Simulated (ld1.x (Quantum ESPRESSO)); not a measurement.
**Before and after: TM potential for F (Z = 9)**

```
Element                 : fluorine
Generator               : ld1.x (Quantum ESPRESSO) 7.5
Type                    : norm-conserving Troullier–Martins (Kleinman–Bylander form)
Functional              : Wu–Cohen
Relativity              : scalar-relativistic
Frozen core             : [He]
Valence charge          : 7
Reference configuration : 2s2 2p4 (charge +1)
Partial waves           : 2s (bound): rc 0.65 bohr; 2p (bound): rc 1.65 bohr; 3d channel at 0.2 Ry: rc 1.60 bohr
Local potential         : all-electron potential smoothed inside 0.55 bohr (lloc = -2)
Core correction         : Bessel-smoothed model core inside 0.55 bohr
```

All-electron outer shells of the reference configuration (Wu–Cohen, scalar-relativistic, ld1.x):

```csv
shell,level (eV),outermost node (bohr),outermost maximum (bohr)
2s,-47.24,0.24,0.75
2p,-28.30,–,0.68
```

Change: all radii but the core radius scaled by about 1.25 (s 0.82, p 2.06, d 2.00 bohr); local potential all-electron potential smoothed inside 0.68 bohr (lloc = -2).

Cutoffs: the cutoffs (Ry, on a coarse ladder) from which the occupation-weighted sum of valence levels, in a spherical-Bessel basis at the reference potential, stays within 10 and 1 mRy of its value at 400 Ry; they do not see the model core or the augmentation charge, which bear on the density cutoff. Errors are all-electron minus pseudo energies relative to the spin-unpolarised reference configuration.

Q: Predict the effect on cutoff, ghosts and configuration errors.

A: The potential gets softer (110 Ry and 260 Ry → 100 Ry and 230 Ry); of the 7 tests that both files solve, the error grows in 7 and shrinks in 0 by more than 15 % and 0.3 meV (median size 52.8 → 167.2 meV); neither file shows a bound ghost. A larger radius leaves more room for a smooth pseudo-wave, so fewer plane waves are needed. More of the atom is replaced by a form fitted at one configuration, so other configurations suffer.

```tsv
quantity	base	changed
cutoff, loose	110 Ry	100 Ry
cutoff, tight	260 Ry	230 Ry
loose cutoff by channel (10 mRy a level)	s 90 Ry, p 50 Ry	s 80 Ry, p 35 Ry
bound ghosts	none	none
error for 2s2 2p5, meV [ΔE -19.37 eV]	+42	+126
error for 2s2 2p3, meV [ΔE 38.38 eV]	+158	+382
error for 2s2 2p2, meV [ΔE 99.01 eV]	+1009	+2232
error for 2s2 2p4.5, meV [ΔE -11.84 eV]	+16	+45
error for 2s2 2p5.3, meV [ΔE -22.04 eV]	+53	+167
error for 2s1 2p5, meV [ΔE 18.97 eV]	+21	-25
error for 2s2 2p1, meV [ΔE 184.80 eV]	+3314	+6814
```
